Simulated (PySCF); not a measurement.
thiourea cation (CH₄N₂S), SMILES NC(N)=S (connectivity only; charge and spin as stated), charge +1, multiplicity 2.

Coordinates come from a B3LYP-D3(BJ)/def2-SVP optimisation. A frequency run showed that this geometry is not a minimum. The multiplicity is an assumed one; other spin states were not compared. Other conformers were not sampled.

Level of theory: PySCF with TDA-PBE/def2-SVPD.

Vertical excitations. Isolated molecule, no solvent.

```json
[
 {"state": "root 1", "energy (eV)": "0.25", "λ (nm)": "4986", "f": "0.000", "main pairs": "β HOMO→LUMO 100 %"},
 {"state": "root 2", "energy (eV)": "1.31", "λ (nm)": "949", "f": "0.000", "main pairs": "β HOMO−1→LUMO 100 %"},
 {"state": "root 3", "energy (eV)": "4.13", "λ (nm)": "300", "f": "0.003", "main pairs": "β HOMO−2→LUMO 99 %"},
 {"state": "root 4", "energy (eV)": "4.60", "λ (nm)": "270", "f": "0.003", "main pairs": "α HOMO→LUMO 39 %, β HOMO→LUMO+1 60 %"},
 {"state": "root 5", "energy (eV)": "4.93", "λ (nm)": "252", "f": "0.000", "main pairs": "β HOMO−3→LUMO 100 %"},
 {"state": "root 6", "energy (eV)": "5.16", "λ (nm)": "240", "f": "0.000", "main pairs": "α HOMO−1→LUMO 50 %, β HOMO−1→LUMO+1 50 %"},
 {"state": "root 7", "energy (eV)": "5.99", "λ (nm)": "207", "f": "0.203", "main pairs": "α HOMO→LUMO 56 %, β HOMO→LUMO+1 36 %"},
 {"state": "root 8", "energy (eV)": "6.04", "λ (nm)": "205", "f": "0.000", "main pairs": "α HOMO→LUMO+1 47 %, β HOMO→LUMO+2 50 %"},
 {"state": "root 9", "energy (eV)": "6.36", "λ (nm)": "195", "f": "0.000", "main pairs": "α HOMO−2→LUMO 100 %"},
 {"state": "root 10", "energy (eV)": "6.62", "λ (nm)": "187", "f": "0.003", "main pairs": "α HOMO→LUMO+1 31 %, β HOMO→LUMO+2 41 %, β HOMO→LUMO+3 28 %"}
]
```
Unrestricted roots are not spin-pure.
